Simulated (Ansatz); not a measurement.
Molecule: dichloro(ethynyl)borane, C2HBCl2 (charge 0, singlet). 
Geometry from a B3LYP-D3(BJ)/def2-TZVP (Ansatz, an electronic-structure program) optimisation:
SMILES: C#CB(Cl)Cl
```xyz
6

C      2.6767    -0.4806    -0.2009
C      1.4936    -0.2681    -0.1121
B      0.0176    -0.0032    -0.0013
Cl    -0.6291     1.5711    -0.4144
Cl    -1.0668    -1.2666     0.5418
H      3.7210    -0.6680    -0.2793
```
Charge 0, spin multiplicity 1.

PBE beside other levels, property by property. Correlated levels leave the core frozen unless marked. UHF or UKS for open shells. No spin-orbit coupling. Non-relativistic. Basis-set limits of correlation are two-point, X^-3; Hartree-Fock from the larger set (for Q and 5 zeta extrapolated as (X+1)exp(-9√X)). [CCSD(T)-MP2]/basis is that difference in the basis named. Atomisation energies are electronic, to ground-state atoms; the column to compare with has the core term from cc-pwCVTZ added, other frozen-core levels have none. Vertical energies are electronic, to the SCF solution reached for that spin. Anions need diffuse functions, of which def2-TZVPD holds fewer than the aug- sets. The coupled-cluster column (Ansatz) is a level with limits of its own: (a) RI-MP2/CBS(aug-cc-pV(T+d)Z,aug-cc-pV(Q+d)Z)+[CCSD(T)-MP2]/aug-cc-pV(T+d)Z; (b) CCSD(T)/CBS(cc-pV(Q+d)Z,cc-pV(5+d)Z).

```csv
property,r2SCAN/def2-TZVPD (Ansatz),CAM-B3LYP/def2-TZVPD (Ansatz),B2PLYP/def2-TZVPD (Ansatz),coupled cluster
atomisation energy (kcal/mol),621.9,608.4,609.8,615.8 (b)
vertical ionisation energy to the doublet (eV),10.46,10.97,11.01,11.31 (a)
vertical electron affinity to the doublet (eV),0.65,0.60,0.38,0.43 (a)
vertical triplet-singlet gap (eV),4.05,4.32,4.58,4.71 (a)
```

Task: What does PBE/def2-TZVPD (Ansatz) give for each property, and on which side of coupled cluster does it fall?

Result: 
- atomisation energy: PBE lies 22.0 kcal/mol above coupled cluster; PBE gives 637.8 kcal/mol.
- vertical ionisation energy to the doublet: PBE lies 1.02 eV below coupled cluster; PBE gives 10.29 eV.
- vertical electron affinity to the doublet: PBE lies 0.16 eV above coupled cluster; PBE gives 0.59 eV.
- vertical triplet-singlet gap: PBE lies 0.69 eV below coupled cluster; PBE gives 4.02 eV.
